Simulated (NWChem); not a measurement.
Everything below was run with NWChem. System: AlClI2, charge 0, spin multiplicity 1, at a geometry optimised with PBE/def2-SVP with def2 effective core potentials on I. The structure started from a generated list of species. Level: MP2/def2-TZVP with def2 effective core potentials on I, 18 core orbitals frozen.

The NWChem input:

```
start mol
memory heap 200 mb stack 800 mb global 1000 mb
geometry units angstroms nocenter noautoz
  Al     0.000000     0.000000    -0.685668
  Cl     0.000000     0.000000    -2.791163
  I     -2.146179     0.000000     0.531731
  I      2.146179     0.000000     0.531731
  symmetry group C2v
end
basis spherical
  * library def2-tzvp
end
ecp
  I library def2-ecp
end
scf
  rhf
  nopen 0
  maxiter 100
  thresh 1e-7
  semidirect memsize 60000000 filesize 0
end
mp2
  freeze core 18
end
task mp2 energy
```

NWChem printed:

```
             Northwest Computational Chemistry Package (NWChem) 7.3.0
             --------------------------------------------------------

                                NWChem Input Module
                                -------------------

 Scaling coordinates for geometry "geometry" by  1.889725989
 (inverse scale =  0.529177249)

 Turning off AUTOSYM since
 SYMMETRY directive was detected!

                             Geometry "geometry" -> ""
                             -------------------------

 Output coordinates in angstroms (scale by  1.889725989 to convert to a.u.)

  No.       Tag          Charge          X              Y              Z
 ---- ---------------- ---------- -------------- -------------- --------------
    1 Al                  13.0000     0.00000000     0.00000000    -0.68566800
    2 Cl                  17.0000     0.00000000     0.00000000    -2.79116300
    3 I                   53.0000    -2.14617900     0.00000000     0.53173100
    4 I                   53.0000     2.14617900     0.00000000     0.53173100

 Effective nuclear repulsion energy (a.u.)     938.4451479594

            Nuclear Dipole moment (a.u.)
            ----------------------------
        X                 Y               Z
 ---------------- ---------------- ----------------
     0.0000000000     0.0000000000     0.0000585815

      Symmetry information
      --------------------

 Group name             C2v
 Group number             16
 Group order               4
 No. of unique centers     3

      Symmetry unique atoms

     1    2    3


 Summary of "ao basis" -> "" (spherical)
 ------------------------------------------------------------------------------
       Tag                 Description            Shells   Functions and Types
 ---------------- ------------------------------  ------  ---------------------
 *                         def2-tzvp                  on all atoms

 Summary of "ao basis" -> "ao basis" (spherical)
 ------------------------------------------------------------------------------
       Tag                 Description            Shells   Functions and Types
 ---------------- ------------------------------  ------  ---------------------
 Al                        def2-tzvp                13       37   5s5p2d1f
 Cl                        def2-tzvp                13       37   5s5p2d1f
 I                         def2-tzvp                16       50   6s5p3d2f

                                 NWChem SCF Module
                                 -----------------

  ao basis        = "ao basis"
  functions       =   174
  atoms           =     4
  closed shells   =    40
  open shells     =     0
  charge          =   0.00
  wavefunction    = RHF
  use symmetry    = T
  symmetry adapt  = T

 Summary of "ao basis" -> "ao basis" (spherical)
 ------------------------------------------------------------------------------
       Tag                 Description            Shells   Functions and Types
 ---------------- ------------------------------  ------  ---------------------
 Al                        def2-tzvp                13       37   5s5p2d1f
 Cl                        def2-tzvp                13       37   5s5p2d1f
 I                         def2-tzvp                16       50   6s5p3d2f

      Symmetry analysis of basis
      --------------------------

        a1         65
        a2         23
        b1         51
        b2         35

 Forming initial guess at       0.2s

      Superposition of Atomic Density Guess
[...]
              MO Center= -1.6D-12,  1.5D-14, -6.6D-01, r^2= 8.2D+00
   Bfn.  Coefficient  Atom+Function         Bfn.  Coefficient  Atom+Function
  ----- ------------  ---------------      ----- ------------  ---------------
    20      1.437569  1 Al pz                42      0.714961  2 Cl s
    93     -0.484567  3 I  px               143      0.484567  4 I  px
    80     -0.448494  3 I  s                130     -0.448494  4 I  s
    57      0.248343  2 Cl pz                17      0.238488  1 Al pz
     4      0.154510  1 Al s

 center of mass
 --------------
 x =   0.00000000 y =   0.00000000 z =   0.11281226

 moments of inertia (a.u.)
 ------------------
        1270.395193454917           0.000000000000           0.000000000000
           0.000000000000        5445.068936134114           0.000000000000
           0.000000000000           0.000000000000        4174.673742679198

  Mulliken analysis of the total density
  --------------------------------------

    Atom       Charge   Shell Charges
 -----------   ------   -------------------------------------------------------
    1 Al  13    12.28   2.00  0.65  1.33  0.68  0.07  2.92  2.28  0.81  0.86  0.15  0.18  0.27  0.08
    2 Cl  17    17.29   2.01  0.45  1.52  1.08  0.85  4.18  1.69  1.07  2.88  1.53  0.01  0.02  0.00
    3 I   25    25.22   0.18 -0.77  1.58  1.01  1.08  0.83 -0.49  6.45  1.34  2.91  1.05  9.22  0.76  0.05  0.00  0.00
    4 I   25    25.22   0.18 -0.77  1.58  1.01  1.08  0.83 -0.49  6.45  1.34  2.91  1.05  9.22  0.76  0.05  0.00  0.00

       Multipole analysis of the density wrt the origin
       ------------------------------------------------

     L   x y z        total         open         nuclear
     -   - - -        -----         ----         -------
     0   0 0 0     -0.000000      0.000000     80.000000

     1   1 0 0      0.000000      0.000000      0.000000
     1   0 1 0      0.000000      0.000000      0.000000
     1   0 0 1      0.205340      0.000000    -56.270191

     2   2 0 0    -59.941404      0.000000    822.431163
     2   1 1 0      0.000000      0.000000      0.000000
     2   1 0 1      0.000000      0.000000      0.000000
     2   0 2 0    -57.350897      0.000000      0.000000
     2   0 1 1     -0.000000      0.000000      0.000000
     2   0 0 2    -62.589774      0.000000    545.261403

                   NWChem MP2 Semi-direct Energy/Gradient Module
                   ---------------------------------------------

  Basis functions       =    174
  Molecular orbitals    =    174
  Frozen core           =     18
  Frozen virtuals       =      0
  Active alpha occupied =     22
  Active beta occupied  =     22
  Active alpha virtual  =    134
  Active beta virtual   =    134
  Use MO symmetry       = T
  Use skeleton AO sym   = T

  AO/Fock/Back tols     =   1.0D-09  1.0D-09  1.0D-09

 GA uses MA = F    GA memory limited = T

 Available:
  local mem=  1.15D+08
 global mem=  1.31D+08
 local disk=  0.00D+00
  mp2_memr nvloc                   134
  nvloc new                   134
   1 passes of  22:        5242880                     209104                 134663348.
   1 passes of  22: M    114665267           G      131011448           F     109422387.
  mp2_memr nvloc                   134
  nvloc new                   134
   2 passes of  11:        5242880                     135433                  67357560.
   2 passes of  11: M    114665267           G      131011448           F     109422387.

 Semi-direct pass number   1 of   2  for RHF alpha+beta  at        9.5s
  vrange nnbf                 13430
  mp2_eaftype                   256  avail_ma_in_mb                   999
 EAF : mp2_eaftype filesize         256   33678780.
  mp2_eaf for mointskh                    256
Node 0 wrote    158.4 Mb in      0.1 s     Agg I/O rate:  1889.6 Mb/s
 Done moints_semi at       30.3s
  mp2_eaftype                   256  avail_ma_in_mb                   743
 EAF : mp2_eaftype filesize         256   33678780.
  mp2_eaf for kh                   256
 Done maket at       31.1s
 Semi-direct pass number   2 of   2  for RHF alpha+beta  at       31.1s
  vrange nnbf                 13430
  mp2_eaftype                   256  avail_ma_in_mb                   743
 EAF : mp2_eaftype filesize         256   33678780.
  mp2_eaf for mointskh                    256
Node 0 wrote    158.4 Mb in      0.1 s     Agg I/O rate:  1866.8 Mb/s
 Done moints_semi at       51.7s
  mp2_eaftype                   256  avail_ma_in_mb                   743
 EAF : mp2_eaftype filesize         256   33678780.
  mp2_eaf for kh                   256
 Done maket at       52.7s
 Done multipass loop at       52.7s

          -------------------------------------------
          SCF energy               -1294.969403876746
          Correlation energy          -1.237271645695
          Singlet pairs               -0.589580218145
          Triplet pairs               -0.647691427550
          Total MP2 energy         -1296.206675522440
          -------------------------------------------

          ---------------------------------------------------
                    Spin Component Scaled (SCS) MP2
          Same spin pairs                     -0.431794285033
          Same spin scaling factor             0.333333333333
          Opposite spin pairs                 -0.805477360661
          Opposite spin scaling fact.          1.200000000000
          SCS-MP2 correlation energy          -1.110504261138
          Total SCS-MP2 energy             -1296.079908137884
          ---------------------------------------------------

 -----------------------
 Performance information
 -----------------------

 Timer overhead =  2.11D-07 seconds/call

               Nr. of calls         CPU time (s)                 Wall time (s)                GFlops
             ---------------    -------------------     ------------------------------   -------------------
Name         Min   Avg   Max    Min     Avg     Max     Min     Avg     Max   Mx/calls   Min     Max     Sum
mp2: moin     2     2     2    41.     41.     41.      41.     41.     41.     21.      0.0     0.0     0.0
mp2: make     2     2     2    1.8     1.8     1.8      1.8     1.8     1.8    0.88      0.0     0.0     0.0
mp2: tota     1     1     1    43.     43.     43.      43.     43.     43.     43.      0.0     0.0     0.0

 The average no. of pstat calls per process was 5.00D+00
 with a timing overhead of 1.06D-06s

 Task  times  cpu:       52.7s     wall:       52.7s

 Total times  cpu:       52.7s     wall:       52.7s
```
